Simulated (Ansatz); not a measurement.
Compare A (`CC1[CH2][AlH][SiH2]1`) with its isomer B (`C[C@H]1[AlH][Si@@H]1C`).

Program: Ansatz. Geometries: PBE0-D4/def2-TZVP. ΔE: electronic, gas phase. CCSD(T)/CBS adds triple-zeta CCSD(T) − MP2 to the extrapolated MP2 energy (def2 sets, frozen cores). DFT in def2-TZVPP. B3LYP here is the variant with VWN-RPA as its local correlation; programs differ in this.

A:

Z-matrix (Å, degrees):
```
C
C 1 1.521
H 1 1.095 2 111.3
H 1 1.094 2 110.6 3 -119.3
H 1 1.093 2 111.9 3 120.8
C 2 1.554 1 114.4 3 57.5
Si 2 1.928 1 117.5 3 178.7
H 2 1.100 1 108.8 3 -63.0
Al 6 1.975 2 97.6 1 155.0
H 6 1.094 2 113.6 1 -73.8
H 6 1.101 2 109.0 1 44.3
H 7 1.492 2 115.4 1 83.0
H 7 1.496 2 109.6 1 -38.0
H 9 1.591 6 135.1 2 155.8
```

B:

Z-matrix (Å, degrees):
```
C
C 1 1.514
H 1 1.095 2 112.5
H 1 1.094 2 112.1 3 -121.2
H 1 1.093 2 110.5 3 119.5
Al 2 1.957 1 140.0 3 -177.7
Si 2 1.909 1 125.9 3 -68.1
H 2 1.114 1 111.2 3 58.4
H 6 1.587 2 140.7 1 -50.4
C 7 1.877 2 121.5 1 89.0
H 7 1.496 2 108.5 1 -39.3
H 10 1.093 7 110.5 2 169.6
H 10 1.092 7 110.9 2 49.8
H 10 1.093 7 110.5 2 -70.7
```

Question: Which is lower in electronic energy at CCSD(T)/CBS, and by how much? (Estimate.)

Answer: Computed: A, by 8.2 kcal/mol.

Question: Give E(B) − E(A) in kcal/mol with MP2/def2-TZVPP, r2SCAN-D4, CCSD(T)/def2-TZVPP, B3LYP-D4, CCSD/def2-TZVPP, ωB97M-V, B3LYP. (Estimate.)

Answer: Ansatz gave: MP2/def2-TZVPP 8.3, r2SCAN-D4 6.2, CCSD(T)/def2-TZVPP 8.6, B3LYP-D4 7.7, CCSD/def2-TZVPP 8.9, ωB97M-V 8.2, B3LYP 6.6. None reverses the order clearly.

Largest T1 diagnostic: 0.012.

From PBE to PBE0 (25 % exact exchange), in def2-TZVPP and without D4, E(B) − E(A) moves by +1.2 kcal/mol. In def2-TZVPP, CCSD(T) changes the Hartree–Fock value by −0.8 kcal/mol (the triples alone add −0.4 kcal/mol) and MP2 by −1.2 kcal/mol.
